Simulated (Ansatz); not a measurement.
Job for Ansatz (a program for electronic structure): R-CCSD(T)/def2-SVP on CeO2 (SMILES [O]=[Ce]=[O]), 2S+1 = 1, a spin state set in the input, which need not be the lowest. Elements past Kr take the def2 small-core potentials; no spin–orbit coupling.

Ansatz 0.2 input:
```yaml
crystal:
  periodic: [false, false, false]
  atoms:
    - {symbol: Ce, position_ang: [0.22896710, -0.20095933, 0.24499331]}
    - {symbol: O, position_ang: [1.20498824, 0.30627845, -1.20547101]}
    - {symbol: O, position_ang: [-1.46722405, -0.05794752, 0.89015807]}
basis:
  gaussian:
    orbitals: def2-SVP
magnetization: {spin_polarized: false}
correlation: {method: ccsd_t, electrons: valence}
```

It printed:

```
WARN ansatz: RAYON_NUM_THREADS=1 ignored (pool sized by the plan → 1); use --threads N
Functional definition: HF
integrals: 0.14 GiB planned
920 factors; integrals over basis functions are off by at most 6.1e-4 eV
mean field: 0.37 GiB planned
mean field evaluation 1: about -16934.4522 eV, gradient 1.2e2 eV
mean field evaluation 2: about -16934.6104 eV, gradient 1.2e2 eV
mean field evaluation 4: about -16955.5679 eV, gradient 4.1e1 eV
mean field evaluation 8: about -16958.5475 eV, gradient 1.3e0 eV
mean field evaluation 16: about -16958.6473 eV, gradient 2.4e-6 eV
mean field evaluation 32: about -16946.1347 eV, gradient 1.7e1 eV
mean field evaluation 64: about -16943.9807 eV, gradient 7.9e-3 eV
mean field evaluation 96: about -16945.0376 eV, gradient 2.3e-3 eV
mean field evaluation 128: about -16941.0871 eV, gradient 2.6e-3 eV
mean field evaluation 160: about -16949.1570 eV, gradient 1.8e-3 eV
mean field evaluation 192: about -16940.2311 eV, gradient 3.3e0 eV
mean field -16958.64733135 eV, -623.2187944431 hartree, gradient 1.7e-6 eV, S^2 0.000000; 1 other end points of the search recorded, 0 dependent functions left out
6 core orbitals not correlated
reference -16958.64733135 eV, -623.2187944431 hartree; 17, 17 occupied and 83, 83 virtual orbitals, 920 factors
second order -37.09003427 eV of doubles, -0.00000000 eV of singles
coupled cluster: 0.41 GiB planned
cycle   1  -31.95765017 eV  change     5.1e0 eV  update   2.9e-1
cycle   2  -33.67735548 eV  change    -1.7e0 eV  update   2.1e-1
cycle   3  -34.01793678 eV  change   -3.4e-1 eV  update   5.9e-2
cycle   4  -34.07684881 eV  change   -5.9e-2 eV  update   2.9e-2
cycle   5  -34.00259865 eV  change    7.4e-2 eV  update   9.5e-3
cycle   6  -34.00198923 eV  change    6.1e-4 eV  update   3.9e-3
cycle   7  -34.00876589 eV  change   -6.8e-3 eV  update   1.6e-3
cycle   8  -34.00804221 eV  change    7.2e-4 eV  update   7.8e-4
cycle   9  -34.00735231 eV  change    6.9e-4 eV  update   2.5e-4
cycle  10  -34.00779361 eV  change   -4.4e-4 eV  update   1.7e-4
cycle  11  -34.00782635 eV  change   -3.3e-5 eV  update   1.0e-4
cycle  12  -34.00754133 eV  change    2.9e-4 eV  update   5.9e-5
cycle  13  -34.00770381 eV  change   -1.6e-4 eV  update   2.8e-5
cycle  14  -34.00767077 eV  change    3.3e-5 eV  update   1.7e-5
perturbative correction -1.39512254 eV, -0.0512698078 hartree
Total energy: -16994.05012466 eV, -624.5198231004 hartree
```

Self-consistency was reached.

Cost: roughly 20 core-seconds.
